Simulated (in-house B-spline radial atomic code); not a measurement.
Checks on a self-consistent run for Pb³⁺, [Xe] 4f14 5d10 10p1. Method: Dirac-Hartree-Fock, average of configuration, Fermi nucleus of rms radius 5.5012 fm. Calculated with an all-electron radial atomic-structure program (B-spline basis).

| orbital | q | ε (Eh) | <1/r> | <r²> | small-component weight |
| --- | --- | --- | --- | --- | --- |
| 1s1/2 | 2 | -3257.33682 | 101.241 | 0.000357425 | 0.097815 |
| 2s1/2 | 2 | -589.32091 | 25.0502 | 0.00536145 | 0.022585 |
| 2p1/2 | 2 | -564.92689 | 24.9603 | 0.00378481 | 0.022635 |
| 2p3/2 | 4 | -484.33826 | 19.9546 | 0.00496285 | 0.019923 |
| 3s1/2 | 2 | -145.18759 | 9.19875 | 0.0346637 | 0.0076168 |
| 3p1/2 | 2 | -134.23962 | 9.09634 | 0.0315838 | 0.0075476 |
| 3p3/2 | 4 | -116.02957 | 7.79323 | 0.037869 | 0.0067713 |
| 3d3/2 | 4 | -98.24763 | 7.67354 | 0.0289794 | 0.0066273 |
| 3d5/2 | 6 | -94.40735 | 7.38286 | 0.0306856 | 0.0064176 |
| 4s1/2 | 2 | -35.41606 | 3.88742 | 0.166487 | 0.0025944 |
| 4p1/2 | 2 | -30.64588 | 3.77636 | 0.169211 | 0.0024991 |
| 4p3/2 | 4 | -26.13042 | 3.34558 | 0.198924 | 0.0022254 |
| 4d3/2 | 4 | -18.35442 | 3.14467 | 0.207065 | 0.0020181 |
| 4d5/2 | 6 | -17.50161 | 3.04348 | 0.217547 | 0.0019413 |
| 5s1/2 | 2 | -7.56191 | 1.58103 | 0.839584 | 0.00065971 |
| 5p1/2 | 2 | -5.86795 | 1.46611 | 0.958839 | 0.00058285 |
| 5p3/2 | 4 | -5.02007 | 1.31501 | 1.13879 | 0.00050011 |
| 4f5/2 | 6 | -7.36804 | 2.69894 | 0.240614 | 0.0015725 |
| 4f7/2 | 8 | -7.17633 | 2.66032 | 0.2471 | 0.001541 |
| 5d3/2 | 4 | -2.54735 | 1.05956 | 1.72905 | 0.00033823 |
| 5d5/2 | 6 | -2.44217 | 1.02083 | 1.8442 | 0.00031665 |
| 10p1/2 | 0.33333 | -0.17607 | 0.0820934 | 316.925 | 6.9957e-06 |
| 10p3/2 | 0.66667 | -0.17116 | 0.0795275 | 335.533 | 6.6187e-06 |

Electron-electron repulsion V_ee = 7578.9976 hartree.

(1) What total energy follows from the eigenvalues?

(2) Does the Dirac virial theorem hold?

(3) What diamagnetic shielding (Lamb formula) and susceptibility (Langevin formula) do the radii give?

Results:

(1) The eigenvalues count the repulsion twice, so E = Σqε - V_ee = -13331.577 - 7578.998 = -20910.574 hartree; the run printed -20910.574.

(2) For a point nucleus E = -2c²Σq·w, with w the small-component weight. Here Σq·w = 0.55651 and c = 137.0360, so the ratio E/(-2c²Σq·w) is 1.000447; the finite nucleus accounts for the departure from 1.

(3) σ = (α²/3)Σq<1/r> = 643.9/(3·137.036²) = 11430 ppm, and χ = -0.79199×10⁻⁶·Σq<r²> = -287.6×10⁻⁶ cm³/mol with Σq<r²> = 363.11 bohr². Both are non-relativistic formulas without the paramagnetism of open shells; for so heavy an element the full relativistic shielding is larger by tens of per cent.
